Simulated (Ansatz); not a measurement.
Geometry optimisation, Ansatz 0.2.0, RKS r2SCANh-D4/def2-SVP.

Input:

```yaml
crystal:
  periodic: [false, false, false]
  atoms:
    - { symbol: B, position_ang: [-0.1361, 2.0975, 0.6947] }
    - { symbol: S, position_ang: [-0.4113, 0.5272, 1.645] }
    - { symbol: C, position_ang: [-0.26, -0.6123, 0.213] }
    - { symbol: "N", position_ang: [-1.11, -0.2832, -0.8311] }
    - { symbol: Sb, position_ang: [1.8057, -0.577, -0.5686] }
    - { symbol: H, position_ang: [0.8934, 2.6203, 0.5446] }
    - { symbol: H, position_ang: [-1.0964, 2.6857, 0.2167] }
    - { symbol: H, position_ang: [-0.3747, -1.6295, 0.5881] }
    - { symbol: H, position_ang: [-1.4249, 0.7755, -0.60895] }
    - { symbol: H, position_ang: [-0.58106, -0.19699, -1.70717] }
    - { symbol: H, position_ang: [2.4048, -1.4006, 0.8963] }
    - { symbol: H, position_ang: [1.5723, -2.0725, -1.4023] }
basis:
  gaussian: { orbitals: def2-SVP }
hamiltonian:
  xc: r2scanh
  dispersion: d4
relax:
  f_tol: 0.015
  max_steps: 40
```

Launched with:

```bash
$ ansatz run input.yaml --threads 2 --pin off --max-ram 3072MiB --backend cpu --events-out ev --progress --plain --runs-dir out
```

**Question.** Where does it end, and by what steps?

**Answer.** The run converged. After 19 steps the energy has fallen by 1.989 eV; H6 moved furthest, 1.33 Å.

| step | energy less start (eV) | largest force component (eV/Å) | accepted |
| --- | --- | --- | --- |
| 0 | 0.0000 | 4.274 | yes |
| 1 | -0.4563 | 1.609 | yes |
| 2 | -0.5907 | 0.682 | yes |
| 3 | -0.6525 | 0.343 | yes |
| 4 | -0.7339 | 0.704 | yes |
| 5 | -0.8889 | 1.130 | yes |
| 6 | -1.1133 | 1.148 | yes |
| 7 | -1.3549 | 1.461 | yes |
| 8 | -1.6121 | 0.806 | yes |
| 9 | -1.7987 | 1.021 | yes |
| 10 | -1.8999 | 0.431 | yes |
| 11 | -1.9219 | 1.032 | yes |
| 12 | -1.9449 | 0.895 | yes |
| 13 | -1.9820 | 0.187 | yes |
| 14 | -1.9788 | 0.176 | no |
| 15 | -1.9867 | 0.136 | yes |
| 16 | -1.9885 | 0.033 | yes |
| 17 | -1.9880 | 0.051 | no |
| 18 | -1.9888 | 0.068 | yes |
| 19 | -1.9890 | 0.011 | yes |

```xyz
12
Properties=species:S:1:pos:R:3
B 0.025 2.258 0.741
S 0.001 0.685 1.519
C -0.167 -0.553 0.098
N -1.091 -0.257 -0.932
Sb 1.832 -0.860 -0.787
H 0.136 3.214 1.462
H -0.070 2.377 -0.456
H -0.457 -1.477 0.616
H -2.048 -0.185 -0.591
H -0.864 0.604 -1.424
H 2.502 -1.401 0.693
H 1.482 -2.472 -1.259
```

Whether the end is a true minimum wasn't checked by a vibrational analysis.

Run time: 72 s on 2 threads of Intel(R) Xeon(R) 6975P-C (Granite Rapids), on a shared host, peak memory 0.36 GiB.
